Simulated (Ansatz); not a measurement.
**HBr ··· CH4**

The pair of HBr (SMILES Br, atoms 1–2) and CH4 (SMILES C, atoms 3–7), both closed shells, in one local arrangement (a lower one may exist), relaxed at PBE0-D4/def2-TZVP:

```xyz
7
angstrom
Br -0.1230 0.4321 -3.0302
H -0.0729 0.2277 -1.6237
C 0.0390 -0.1312 0.9257
H 0.3145 0.8996 0.7009
H 0.7340 -0.8167 0.4397
H -0.9778 -0.3278 0.5841
H 0.0863 -0.2838 2.0034
```

Program: Ansatz 0.2.0. Basis: def2-TZVPPD, with def2-QZVPPD for the basis limit. Cores are frozen in the correlated methods. Filled d shells of the heavier atoms are correlated. The def2 sets are not built for correlating such inner shells, so the correlated values are less sure here. B3LYP uses VWN-RPA correlation. Extrapolation: Hartree–Fock as exp(−7.88 √X), correlation as X^−2.97. Interaction energies count from these two fragments, frozen as in the pair, with the counterpoise correction; negative means bound.

What is the interaction energy by CCSD(T) at an estimated basis limit (MP2 extrapolated from triple and quadruple zeta, plus CCSD(T) − MP2 in triple zeta)? (Judge from chemistry; the value comes from the calculation.)

The calculation gives: -1.11 kcal/mol. Hartree–Fock alone gives 0.49 kcal/mol at the basis limit, so without correlation the pair would not bind at this distance. It counts from the two fragments frozen as in the pair.

The same quantity by other methods in triple zeta, and each one's difference from that estimate:
```
   method  E_int (kcal/mol)  difference
   PBE-D4             -1.27       -0.16
revPBE-D4             -0.83        0.28
  BLYP-D4             -0.75        0.36
r2SCAN-D4             -1.10        0.01
   B97M-V             -1.03        0.08
  PBE0-D4             -1.15       -0.04
 B3LYP-D4             -0.89        0.22
 HSE06-D4             -1.16       -0.05
  wB97X-V             -0.98        0.14
  wB97M-V             -0.94        0.17
   B2PLYP             -0.44        0.67
       HF              0.49        1.60
      MP2             -1.03        0.08
     CCSD             -0.67        0.44
  CCSD(T)             -0.88        0.24
```
Differences are method less estimate.

Basis-set superposition shift (counterpoise-corrected less uncorrected): CCSD(T) 0.56; MP2 0.57; HF 0.09; PBE0-D4 0.11; wB97M-V 0.09 kcal/mol.

No T1 diagnostic of these runs exceeds 0.008.

For scale, one of the runs: CCSD(T)/def2-TZVPPD, 179 basis functions, launched by `ansatz run in.yaml --threads 2 --pin off --events-out ev --progress --plain --max-ram 5222MiB`. Hardware: 2 CPU threads, shared host. Wall time 35 s; peak host memory 1.7 GiB.
